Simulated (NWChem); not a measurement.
System: C2H4GeO; SMILES [GeH2]1[CH]=C[O]1

The following NWChem deck was run.

```
start job
memory heap 200 mb stack 900 mb global 1100 mb
geometry units angstroms noautosym nocenter noautoz
  C      0.001691    -1.607767     0.000000
  C      1.127483    -0.857729     0.000000
  Ge    -0.042565     0.664053     0.000000
  O     -1.132667    -0.869728     0.000000
  H     -0.119718    -2.699744     0.000000
  H      2.173194    -1.154064     0.000000
  H     -0.283348     1.495193    -1.270519
  H     -0.283348     1.495193     1.270519
end
basis spherical
  * library sto-3g
end
dft
  xc hfexch
  iterations 150
end
property
  shielding 7 1 2 3 4 5 6 7
  efieldgrad
end
task dft property
```

Output (shortened):

```
             Northwest Computational Chemistry Package (NWChem) 7.3.0
             --------------------------------------------------------

                             Geometry "geometry" -> ""
                             -------------------------

 Output coordinates in angstroms (scale by  1.889725989 to convert to a.u.)

  No.       Tag          Charge          X              Y              Z
 ---- ---------------- ---------- -------------- -------------- --------------
    1 C                    6.0000     0.00169100    -1.60776700     0.00000000
    2 C                    6.0000     1.12748300    -0.85772900     0.00000000
    3 Ge                  32.0000    -0.04256500     0.66405300     0.00000000
    4 O                    8.0000    -1.13266700    -0.86972800     0.00000000
    5 H                    1.0000    -0.11971800    -2.69974400     0.00000000
    6 H                    1.0000     2.17319400    -1.15406400     0.00000000
    7 H                    1.0000    -0.28334800     1.49519300    -1.27051900
    8 H                    1.0000    -0.28334800     1.49519300     1.27051900

 Effective nuclear repulsion energy (a.u.)     266.5797796665

  xc_inp: hfexch multiplicative factor not found.
                              NWChem Property Module
                              ----------------------

  itol2e modified to match energy
  convergence criterion.

                                 NWChem DFT Module
                                 -----------------

 Summary of "ao basis" -> "ao basis" (spherical)
 ------------------------------------------------------------------------------
       Tag                 Description            Shells   Functions and Types
 ---------------- ------------------------------  ------  ---------------------
 C                           sto-3g                  3        5   2s1p
 Ge                          sto-3g                  8       18   4s3p1d
 O                           sto-3g                  3        5   2s1p
 H                           sto-3g                  1        1   1s

  itol2e modified to match energy
  convergence criterion.

            General Information
            -------------------
          SCF calculation type: DFT
          Wavefunction type:  closed shell.
          No. of atoms     :     8
          No. of electrons :    56
           Alpha electrons :    28
            Beta electrons :    28
          Charge           :     0
          Spin multiplicity:     1
          Use of symmetry is: off; symmetry adaption is: off
          Maximum number of iterations: 150
          AO basis - number of functions:    37
                     number of shells:    21
          Convergence on energy requested:  1.00D-07
          Convergence on density requested:  1.00D-05
          Convergence on gradient requested:  5.00D-04

              XC Information
              --------------
                     Hartree-Fock (Exact) Exchange  1.000

      Superposition of Atomic Density Guess
      -------------------------------------

 Sum of atomic energies:       -2201.62210267

      Non-variational initial energy
      ------------------------------

 Total energy =   -2202.237346
 1-e energy   =   -3624.994702
 2-e energy   =    1156.177576
 HOMO         =      -0.061497
 LUMO         =       0.275145

   convergence    iter        energy       DeltaE   RMS-Dens  Diis-err
 ---------------- ----- ----------------- --------- --------- ---------
 d= 0,ls=0.0,diis     1  -2202.6072776239 -2.47D+03  2.23D-02  3.58D-01
 d= 0,ls=0.0,diis     2  -2202.6701438859 -6.29D-02  6.49D-03  6.00D-02
 d= 0,ls=0.0,diis     3  -2202.6798202685 -9.68D-03  2.25D-03  2.64D-03
 d= 0,ls=0.0,diis     4  -2202.6805486658 -7.28D-04  6.22D-04  2.65D-04
 d= 0,ls=0.0,diis     5  -2202.6806178402 -6.92D-05  2.96D-04  4.58D-05
  Resetting Diis
 d= 0,ls=0.0,diis     6  -2202.6806338880 -1.60D-05  1.61D-04  4.05D-06
 d= 0,ls=0.0,diis     7  -2202.6806366322 -2.74D-06  3.11D-05  5.26D-07
 d= 0,ls=0.0,diis     8  -2202.6806368385 -2.06D-07  2.51D-05  1.37D-07
 d= 0,ls=0.0,diis     9  -2202.6806369289 -9.04D-08  1.97D-05  7.13D-08
 d= 0,ls=0.0,diis    10  -2202.6806369578 -2.90D-08  2.44D-06  9.73D-10

         Total DFT energy =    -2202.680636957840
      One electron energy =    -3618.876377478812
           Coulomb energy =     1248.489089038316
    Exchange-Corr. energy =      -98.873128183809
 Nuclear repulsion energy =      266.579779666464

 Numeric. integr. density =        0.000000000000

                       DFT Final Molecular Orbital Analysis
                       ------------------------------------

 Vector   26  Occ=2.000000D+00  E=-3.611053D-01
              MO Center=  2.6D-01, -4.4D-01, -1.9D-13, r^2= 3.0D+00
   Bfn.  Coefficient  Atom+Function         Bfn.  Coefficient  Atom+Function
  ----- ------------  ---------------      ----- ------------  ---------------
     9      0.461648  2 C  py                22     -0.404917  3 Ge py
    34      0.316403  5 H  s                  4     -0.285985  1 C  py
    32      0.274778  4 O  py                36     -0.229283  7 H  s
    37     -0.229283  8 H  s                 20      0.216306  3 Ge s
    21      0.189320  3 Ge px                 2     -0.167433  1 C  s

 Vector   27  Occ=2.000000D+00  E=-3.467608D-01
              MO Center= -4.8D-01, -6.3D-01, -3.2D-14, r^2= 2.1D+00
   Bfn.  Coefficient  Atom+Function         Bfn.  Coefficient  Atom+Function
  ----- ------------  ---------------      ----- ------------  ---------------
    31      0.591228  4 O  px                32      0.427278  4 O  py
    21     -0.362265  3 Ge px                 8      0.246452  2 C  px
    30     -0.245699  4 O  s                  7     -0.230071  2 C  s
    35      0.221658  6 H  s                  9     -0.188211  2 C  py
    22     -0.134694  3 Ge py                17      0.125373  3 Ge px

 Vector   28  Occ=2.000000D+00  E=-2.390998D-01
              MO Center=  1.7D-01, -9.8D-01,  1.9D-14, r^2= 1.8D+00
   Bfn.  Coefficient  Atom+Function         Bfn.  Coefficient  Atom+Function
  ----- ------------  ---------------      ----- ------------  ---------------
    10      0.659155  2 C  pz                33     -0.620673  4 O  pz
     5      0.381584  1 C  pz                36      0.053746  7 H  s
    37     -0.053746  8 H  s                 27      0.036417  3 Ge d  1
    25      0.033550  3 Ge d -1

 Vector   29  Occ=0.000000D+00  E= 3.264471D-01
              MO Center=  3.3D-01, -1.1D+00,  5.7D-13, r^2= 1.8D+00
   Bfn.  Coefficient  Atom+Function         Bfn.  Coefficient  Atom+Function
  ----- ------------  ---------------      ----- ------------  ---------------
     5      0.835185  1 C  pz                10     -0.668294  2 C  pz
    23     -0.282009  3 Ge pz                33     -0.282152  4 O  pz
    36     -0.222765  7 H  s                 37      0.222765  8 H  s
    19      0.065800  3 Ge pz                25     -0.049989  3 Ge d -1

 Vector   30  Occ=0.000000D+00  E= 3.293669D-01
              MO Center=  1.3D-01,  4.3D-01, -4.3D-13, r^2= 2.2D+00
   Bfn.  Coefficient  Atom+Function         Bfn.  Coefficient  Atom+Function
  ----- ------------  ---------------      ----- ------------  ---------------
    21      0.916181  3 Ge px                 7     -0.421411  2 C  s
     9     -0.381855  2 C  py                30      0.330607  4 O  s
    22      0.321846  3 Ge py                32      0.323233  4 O  py
    31      0.271771  4 O  px                20      0.262201  3 Ge s
    17     -0.235041  3 Ge px                 3      0.191179  1 C  px

 Vector   31  Occ=0.000000D+00  E= 4.346328D-01
              MO Center= -3.3D-01,  6.9D-01,  2.6D-13, r^2= 2.7D+00
   Bfn.  Coefficient  Atom+Function         Bfn.  Coefficient  Atom+Function
  ----- ------------  ---------------      ----- ------------  ---------------
    20      1.153842  3 Ge s                 36     -0.688966  7 H  s
    37     -0.688966  8 H  s                 32     -0.370575  4 O  py
     7     -0.303527  2 C  s                  9     -0.301771  2 C  py
    30     -0.295158  4 O  s                 21     -0.269423  3 Ge px
    31     -0.188697  4 O  px                34     -0.174363  5 H  s

     Multipole analysis of the density
     ---------------------------------

     L   x y z        total         alpha         beta         nuclear
     -   - - -        -----         -----         ----         -------
     0   0 0 0     -0.000000    -28.000000    -28.000000     56.000000

     1   1 0 0      0.390338      2.237578      2.237578     -4.084817
     1   0 1 0      0.561947      1.570263      1.570263     -2.578580
     1   0 0 1      0.000000      0.000000      0.000000      0.000000

     2   2 0 0    -25.552373    -53.569266    -53.569266     81.586159
     2   1 1 0     -0.578924      3.057472      3.057472     -6.693868
     2   1 0 1      0.000000      0.000000      0.000000      0.000000
     2   0 2 0    -23.165725   -106.533368   -106.533368    189.901011
     2   0 1 1      0.000000      0.000000      0.000000      0.000000
     2   0 0 2    -24.628344    -18.078650    -18.078650     11.528956

          -----------------------
          Electric field gradient
          -----------------------

 1 a.u. = 0.324123 10**(16) esu/cm**3  ( or statvolts/cm**2 ) = 0.97174 10**(22) v/m**2

[...]

          -----------------------------------------
          Chemical Shielding Tensors (GIAO, in ppm)
          -----------------------------------------

                                NWChem CPHF Module
                                ------------------

  scftype          =     RHF
  nclosed          =       28
  nopen            =        0
  variables        =      252
  # of vectors     =        3
  tolerance        = 0.10D-03
  level shift      = 0.00D+00
  max iterations   =       50
  max subspace     =       30

 SCF residual:    1.2450693871409175E-005

Iterative solution of linear equations
  No. of variables      252
  No. of equations        3
  Maximum subspace       30
        Iterations       50
       Convergence  1.0D-04

   iter   nsub   residual    time
   ----  ------  --------  ---------
     1      3    2.11D+00       4.7
     2      6    3.75D-01       5.4
     3      9    4.01D-02       6.0
     4     12    9.11D-03       6.7
     5     15    2.09D-03       7.2
     6     18    4.44D-04       7.9
     7     21    8.03D-05       8.6

      Atom:    1  C
        Diamagnetic
    262.7439      0.5097      0.0000
      0.5097    267.2037      0.0000
      0.0000      0.0000    242.9418

        Paramagnetic
   -185.2367     47.6554     -0.0000
     47.6554   -233.9924     -0.0000
     -0.0000     -0.0000    -88.1419

        Total Shielding Tensor
     77.5071     48.1651     -0.0000
     48.1651     33.2113     -0.0000
     -0.0000     -0.0000    154.7999

           isotropic =      88.5061
          anisotropy =      99.4407

          Principal Components and Axis System
                 1           2           3
              154.7999    108.3725      2.3459

      1        -0.0000      0.8420     -0.5395
      2        -0.0000      0.5395      0.8420
      3         1.0000      0.0000      0.0000

      Atom:    2  C
        Diamagnetic
    263.0753     -3.3228      0.0000
     -3.3228    264.5204     -0.0000
      0.0000     -0.0000    236.1723

        Paramagnetic
   -148.7489     89.9980      0.0000
     89.9980   -147.3053      0.0000
      0.0000      0.0000    -16.3716

        Total Shielding Tensor
    114.3265     86.6752      0.0000
     86.6752    117.2151      0.0000
      0.0000      0.0000    219.8007

           isotropic =     150.4474
          anisotropy =     104.0299

          Principal Components and Axis System
                 1           2           3
              219.8007    202.4580     29.0836

      1         0.0000      0.7012      0.7130
      2         0.0000      0.7130     -0.7012
      3         1.0000     -0.0000      0.0000

      Atom:    3  Ge
        Diamagnetic
   2731.7707     -1.0452      0.0000
     -1.0452   2738.9329     -0.0000
      0.0000     -0.0000   2729.1613

        Paramagnetic
   -321.0657     59.5738      0.0000
     59.5738   -475.6036     -0.0000
      0.0000     -0.0000   -665.7630

        Total Shielding Tensor
   2410.7050     58.5286      0.0000
     58.5286   2263.3293     -0.0000
      0.0000     -0.0000   2063.3983

           isotropic =    2245.8109
          anisotropy =     277.9649

          Principal Components and Axis System
                 1           2           3
             2431.1208   2242.9135   2063.3983

      1         0.9442     -0.3294     -0.0000
      2         0.3294      0.9442      0.0000
      3         0.0000     -0.0000      1.0000

      Atom:    4  O
        Diamagnetic
    385.3223     -2.4088     -0.0000
     -2.4088    391.3181      0.0000
     -0.0000      0.0000    350.2719

        Paramagnetic
    -40.1220    -83.6921      0.0000
    -83.6921   -111.5857     -0.0000
      0.0000     -0.0000     63.5857

        Total Shielding Tensor
    345.2003    -86.1008      0.0000
    -86.1008    279.7324     -0.0000
      0.0000     -0.0000    413.8576

           isotropic =     346.2634
          anisotropy =     101.3913

          Principal Components and Axis System
                 1           2           3
              413.8576    404.5796    220.3530

      1         0.0000      0.8232      0.5677
      2        -0.0000     -0.5677      0.8232
      3         1.0000     -0.0000      0.0000

      Atom:    5  H
        Diamagnetic
     26.4371      1.6101      0.0000
      1.6101     44.4480      0.0000
      0.0000      0.0000     24.5977

        Paramagnetic
     -0.8367      0.9222     -0.0000
      0.9222    -15.0911     -0.0000
     -0.0000     -0.0000      0.1834

        Total Shielding Tensor
     25.6004      2.5324     -0.0000
      2.5324     29.3569     -0.0000
     -0.0000     -0.0000     24.7810

           isotropic =      26.5794
          anisotropy =       6.0781

          Principal Components and Axis System
                 1           2           3
               30.6315     24.7810     24.3257

      1         0.4496      0.0000      0.8932
      2         0.8932      0.0000     -0.4496
      3         0.0000      1.0000      0.0000

      Atom:    6  H
        Diamagnetic
     42.4103     -5.0541      0.0000
     -5.0541     27.8184     -0.0000
      0.0000     -0.0000     23.2223

        Paramagnetic
    -11.0621      6.7643      0.0000
      6.7643     -1.8426      0.0000
      0.0000      0.0000      4.9434

        Total Shielding Tensor
     31.3482      1.7101      0.0000
      1.7101     25.9758      0.0000
      0.0000      0.0000     28.1656

           isotropic =      28.4965
          anisotropy =       5.0247

          Principal Components and Axis System
                 1           2           3
               31.8463     28.1656     25.4776

      1         0.9601      0.0000     -0.2797
      2         0.2797      0.0000      0.9601
      3         0.0000      1.0000      0.0000

      Atom:    7  H
        Diamagnetic
     24.9889     -1.8021      2.4794
     -1.8021     32.3307     -9.7134
      2.4794     -9.7134     37.1783

        Paramagnetic
      0.8202      0.7315     -0.1950
      0.7315     -1.5230      3.1990
     -0.1950      3.1990     -3.1060

        Total Shielding Tensor
     25.8091     -1.0707      2.2845
     -1.0707     30.8077     -6.5144
      2.2845     -6.5144     34.0722

           isotropic =      30.2297
          anisotropy =      14.0484

          Principal Components and Axis System
                 1           2           3
               39.5953     26.1270     24.9667

      1         0.1759      0.5795      0.7958
      2        -0.6000      0.7040     -0.3800
      3         0.7804      0.4106     -0.4715
```

Level: Hartree-Fock/STO-3G, GIAO. STO-3G and 3-21G are far too small for this property and stand as cheap habits. The geometry was optimised at PBE0/def2-SVP. NWChem prints the field gradient with the sign opposite to the second derivative of the potential. The printed shielding anisotropy is the first printed principal value minus the mean of the other two.
